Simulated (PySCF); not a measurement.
BeF2: breathing scan

These are results of r2SCAN/[Be def2-TZVP, F def2-TZVP], no relativity, density fitting, PySCF, not measurements.

Rigid scan from the singlet minimum (Be–F 1.382 Å (×2); F–Be–F 180.0°). Coordinate: all bonds to the central atom scaled together. Energies in kJ/mol from the minimum.

```tsv
scale of all bonds to the centre	E (kJ/mol)
0.88	133.7
0.92	52.9
0.96	11.8
1.00	0.0
1.04	9.6
1.08	34.6
1.14	91.8
1.22	189.4
1.35	367.3
```
